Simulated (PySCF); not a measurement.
Ag(2+) (silver, charge +2) across methods

[Kr] 4d8 5p1, one real determinant (an excited configuration). All numbers are calculated (PySCF 2.14, a scalar-relativistic core potential, in def2-QZVPPD with the def2 core potential (28 electrons) (7s5p4d4f2g, 88 functions)).

```csv
method,E (hartree),mean ε 4d α (eV),mean ε 4d β (eV),mean ε 5p α (eV),Σ⟨r²⟩ (bohr²),⟨S²⟩
wB97X-V,-145.3243,-39.823,-38.363,-19.296,33.86,3.751
LDA,-145.0419,-35.217,-33.572,-17.039,33.80,3.750
BHandHLYP,-145.2833,-39.635,-37.959,-18.064,33.92,3.752
TPSSh,-145.3134,-35.966,-34.481,-17.095,33.76,3.751
UHF,-144.64170,-43.566,-41.460,-18.958,34.37,3.754
PW91,-145.4164,-35.135,-33.624,-16.982,33.72,3.751
PBE,-145.3539,-35.062,-33.535,-16.920,33.77,3.751
PBE0,-145.3521,-37.431,-35.773,-17.565,33.80,3.751
```

(1) Estimate the same row for r2SCAN.

⟨L²⟩ = 14.01 against 20 for a pure G term, so this real determinant mixes terms. Energies and moments cover only the electrons outside the core potential.

## Answers

(1) E (hartree) = -145.4067; mean ε 4d α (eV) = -35.594; mean ε 4d β (eV) = -33.953; mean ε 5p α (eV) = -17.047; Σ⟨r²⟩ (bohr²) = 33.67; ⟨S²⟩ = 3.752.
